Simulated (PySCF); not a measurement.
UHF on Bi²⁺ (bismuth, charge +2)

Configuration: [Xe] 4f14 5d10 6s1 6p2, high-spin 4P determinant (an excited configuration). All numbers are calculated (PySCF 2.14, scalar relativity by spin-free X2C-1e, in x2c-QZVPPall (16s10p9d6f1g, 142 functions)).

```json
{"Total energy": "-21528.326788 hartree", "One-electron energy": "-29380.1378 hartree", "Hartree (Coulomb) energy": "8249.0910 hartree", "Exchange energy": "-397.2800 hartree", "⟨S²⟩": "3.7551", "⟨L²⟩": "2.016", "Sum of ⟨r⟩": "43.79 bohr", "Sum of ⟨r²⟩": "51.78 bohr²", "Traceless quadrupole moment −½Σ⟨3z² − r²⟩ along its main axis": "3.10 e·bohr²", "Langevin diamagnetic susceptibility": "-41.0 ×10⁻⁶ cm³/mol"}
```

| shell | electrons | mean orbital energy (hartree) | spread (hartree) | rms radius, mean of both spins (bohr) |
| --- | --- | --- | --- | --- |
| 1s α | 1 | -3346.23992 | 0 | 0.0178 |
| 1s β | 1 | -3346.23241 | 0 | 0.0178 |
| 2s α | 1 | -607.62635 | 0 | 0.0718 |
| 2s β | 1 | -607.62243 | 0 | 0.0718 |
| 2p α | 3 | -522.60148 | 0.00049 | 0.0664 |
| 2p β | 3 | -522.59892 | 0.00241 | 0.0664 |
| 3s α | 1 | -149.92857 | 0 | 0.183 |
| 3s β | 1 | -149.92135 | 0 | 0.183 |
| 3p α | 3 | -125.15192 | 0.00166 | 0.186 |
| 3p β | 3 | -125.14694 | 0.00564 | 0.186 |
| 3d α | 5 | -98.88416 | 0.00399 | 0.170 |
| 3d β | 5 | -98.88283 | 0.00482 | 0.170 |
| 4s α | 1 | -36.43175 | 0 | 0.400 |
| 4s β | 1 | -36.41870 | 0 | 0.400 |
| 4p α | 3 | -28.13816 | 0.00374 | 0.427 |
| 4p β | 3 | -28.12955 | 0.01068 | 0.427 |
| 4d α | 5 | -18.18902 | 0.00859 | 0.453 |
| 4d β | 5 | -18.18524 | 0.01057 | 0.453 |
| 5s α | 1 | -7.39713 | 0 | 0.890 |
| 5s β | 1 | -7.36526 | 0 | 0.890 |
| 4f α | 7 | -7.30258 | 0.01012 | 0.480 |
| 4f β | 7 | -7.29935 | 0.01181 | 0.480 |
| 5p α | 3 | -4.96231 | 0.00396 | 1.01 |
| 5p β | 3 | -4.94393 | 0.02284 | 1.01 |
| 5d α | 5 | -2.02829 | 0.01569 | 1.30 |
| 5d β | 5 | -1.99883 | 0.02959 | 1.30 |
| 6s α | 1 | -1.41440 | 0 | 2.24 |
| 6p α | 2 | -0.92126 | 0 | 2.73 |

Spin-orbit coupling is strong in this species (close to jj coupling), so the high-spin LS determinant is a model state, not a physical level.

Densities and radii are taken from the X2C orbitals without a picture-change correction, which distorts them close to the nucleus.

Spin-orbit constants ζ (cm⁻¹) from the X2C one-electron operator on these orbitals: bare nucleus, nucleus screened by l(l+1)(2l+1)/3 electrons, and screened by the Breit-Pauli mean field of the electrons.

```json
{"shell": "2p", "bare": "11400000", "screened nucleus": "11130000", "mean field": "n/a"}
{"shell": "3p", "bare": "2580000", "screened nucleus": "2518000", "mean field": "n/a"}
{"shell": "3d", "bare": "397400", "screened nucleus": "349500", "mean field": "n/a"}
{"shell": "4p", "bare": "631600", "screened nucleus": "616300", "mean field": "n/a"}
{"shell": "4d", "bare": "87240", "screened nucleus": "76730", "mean field": "n/a"}
{"shell": "4f", "bare": "18710", "screened nucleus": "12400", "mean field": "n/a"}
{"shell": "5p", "bare": "113500", "screened nucleus": "110700", "mean field": "n/a"}
{"shell": "5d", "bare": "10730", "screened nucleus": "9435", "mean field": "n/a"}
{"shell": "6p", "bare": "12900", "screened nucleus": "12590", "mean field": "n/a"}
```

To first order the Landé constant is A = 4197 cm⁻¹, so the lowest level has J = 1/2 and lies 1.30 eV below the centre of the term. This holds in LS coupling only, and this species is close to jj coupling.
